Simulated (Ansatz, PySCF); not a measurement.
Torsion F1–Te2–Se3–H4 in FHSeTe (SMILES F[Te][SeH]); at each angle all else is relaxed with GFN2-xTB, and the levels are single points there.
Geometry at 90° (charge 0, multiplicity 1):
```
atom    x (Å)    y (Å)    z (Å)
----  -------  -------  -------
F      1.8602  -0.7061   0.3005
Te     1.0303   1.0396  -0.2614
Se    -1.2802   0.4826   0.2969
H     -1.3297   0.9413   1.6797
```
Energies count from the point at 90°.

Correlated levels freeze the cores. Filled d and f shells under p-block atoms count as core. CBS(a, b) extrapolates the correlation energy as X⁻³ and adds the Hartree–Fock energy of set b.

The values were computed with Ansatz (Gaussian orbitals); PySCF for the dispersion terms. Each number belongs to the level named beside it. In def2 rows elements past Kr take small-core potentials, without spin–orbit coupling.

Energies in meV.

```
dihedral (°)  PBE/def2-TZVPP  PBE0-D4/def2-TZVPP  CCSD(T)/def2-TZVPP  CCSD(T)/CBS(def2-TZVPP, def2-QZVPP)
------------  --------------  ------------------  ------------------  -----------------------------------
0                      550.3               497.6               451.5                                462.6
30                     380.6               353.9               322.6                                332.0
60                     109.8               105.3                96.4                                 99.3
90                       0.0                 0.0                 0.0                                  0.0
120                    120.5               114.4               106.4                                109.8
150                    371.3               341.9               311.1                                320.0
180                    510.4               458.4               411.9                                423.1
210                    371.3               341.9               311.1                                320.0
240                    120.5               114.4               106.4                                109.8
270                      0.0                 0.0                 0.0                                  0.0
300                    109.8               105.3                96.4                                 99.3
330                    380.6               353.9               322.6                                332.0
```

Ansatz is a program for electronic structure.
